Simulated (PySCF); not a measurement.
**Vertical excitation energies**

C2H10N2Si.
SMILES: `CC[SiH](N)N`

Level of theory: TDDFT CAM-B3LYP/def2-SVPD, vertical, gas phase, core orbitals frozen in the response in PySCF 2.14.0, density-fitted response routines. One conformer (not necessarily the lowest) at the PBE0-D3(BJ)/def2-SVP geometry, without solvent, vibrations or thermal averaging. Torsions of this conformer, `[CH3:1][CH2:2][SiH:3]([NH2:4])[NH2:5]`: C1–C2–Si3–N4 -57°, H–N4–Si3–C2 91°, H–N4–Si3–C2 -60°, H–N5–Si3–C2 -36°, H–N5–Si3–C2 180°.

```json
{"state": "S1", "λ (nm)": "189.8", "E (eV)": "6.53", "f": "0.046", "main configurations (H = HOMO, L = LUMO)": "H→L (73%), H-1→L+1 (12%)"}
{"state": "S2", "λ (nm)": "186.6", "E (eV)": "6.64", "f": "0.032", "main configurations (H = HOMO, L = LUMO)": "H-1→L (55%), H→L+1 (24%)"}
{"state": "S3", "λ (nm)": "168.2", "E (eV)": "7.37", "f": "0.0034", "main configurations (H = HOMO, L = LUMO)": "H→L+1 (40%), H-1→L (19%), H→L+2 (13%)"}
{"state": "S4", "λ (nm)": "164.2", "E (eV)": "7.55", "f": "0.0057", "main configurations (H = HOMO, L = LUMO)": "H→L+2 (36%), H→L+1 (24%), H→L (10%)"}
{"state": "S5", "λ (nm)": "160.3", "E (eV)": "7.73", "f": "0.050", "main configurations (H = HOMO, L = LUMO)": "H-1→L+1 (30%), H-1→L+2 (23%), H→L+2 (22%)"}
{"state": "S6", "λ (nm)": "156.2", "E (eV)": "7.94", "f": "0.029", "main configurations (H = HOMO, L = LUMO)": "H→L+3 (57%), H→L+4 (9%)"}
```

The lowest singlet comes at 190 nm (630 kJ/mol) in the vacuum ultraviolet; it is of moderate strength; its leading configuration is HOMO→LUMO (73%). The most intense listed level is S5 at 7.73 eV (160 nm, f = 0.050), 1.20 eV above S1. Löwdin shares by element: HOMO nitrogen 50%, carbon 14% or more, silicon 13% (atoms not listed hold the other 23%); LUMO silicon 33%, hydrogen 24% or more (atoms not listed hold the other 43%). The oscillator strengths of these states sum to 0.167; summed over the whole spectrum of an exact calculation they would give the number of electrons, 50 (Thomas–Reiche–Kuhn). Weighted by f, the mean energy of these states is 7.21 eV. Orbital energies (eV): HOMO-3 -10.90, HOMO-2 -9.99, HOMO-1 -8.80, HOMO -8.42, LUMO 1.23, LUMO+1 1.64, LUMO+2 2.00. Only the lowest 6 singlets were computed, as vertical energies without vibronic structure.

Rough CPU time on one thread of a shared machine: about 60 s.
